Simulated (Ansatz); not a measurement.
`CC[AsH]C` + `[AlH3]` → `C[AsH][AlH2]` + ethane at 500 K and 1 bar (formal exchange of groups at the As–C bond).

Computed with Ansatz on PBE0-D4/def2-TZVP structures; ΔE is electronic, products minus reactants. CCSD(T)/CBS adds triple-zeta CCSD(T) − MP2 to the extrapolated MP2 energy (def2 sets, frozen cores). This one scheme is used for every species. For As outer-core shells are correlated without core-valence functions, which leaves a few kJ/mol of doubt a bond. Scalar relativity is left out up to krypton. One conformer a species, not always the lowest.

```csv
species,CCSD(T)/CBS energy (Eh),H − E (kJ/mol),S (J/(mol·K))
`CC[AsH]C`,-2354.58221,337.0,408.1
`[AlH3]`,-243.78045,68.7,232.2
`C[AsH][AlH2]`,-2518.67463,195.4,394.9
`CC`,-79.71954,220.5,259.9
```

H − E and S are ideal-gas, rigid-rotor, harmonic terms from PBE0-D4/def2-TZVP, for one conformer and one mirror image of each species. 1 Eh = 2625.50 kJ/mol, R = 8.31446 J/(mol·K).

Question: By hand: ΔE, ΔH, ΔS and ΔG.

Answer: ΔE = (-2518.67463) + (-79.71954) − (-2354.58221) − (-243.78045) = -0.03151 Eh = -82.7 kJ/mol. Δ(H − E) = 195.4 + 220.5 − 337.0 − 68.7 = 10.2, so ΔH = -72.5 kJ/mol. ΔS = 394.9 + 259.9 − 408.1 − 232.2 = 14.5 J/(mol·K). ΔG = -72.5 − 500 × (14.5)/1000 = -79.8 kJ/mol.

Question: By hand: the equilibrium constant, and the temperature at which ΔG would vanish if ΔH and ΔS stayed fixed.

Answer: log₁₀ K = −ΔG/(RT ln 10) = 8.3. ΔH and −TΔS have one sign here, so there is no such temperature.

The number of gas molecules stays the same, so ΔS is small and ΔH decides. A doubt of 5 kJ/mol in ΔE shifts log₁₀ K by 0.5 here. Other conformers and mirror images would add mixing entropy, several J/(mol·K) or more a flexible species. These are equilibria of isolated gas molecules and say nothing of rates. Largest T1 diagnostic: 0.011 (customary marks: 0.02 for closed shells, 0.045 for open ones).
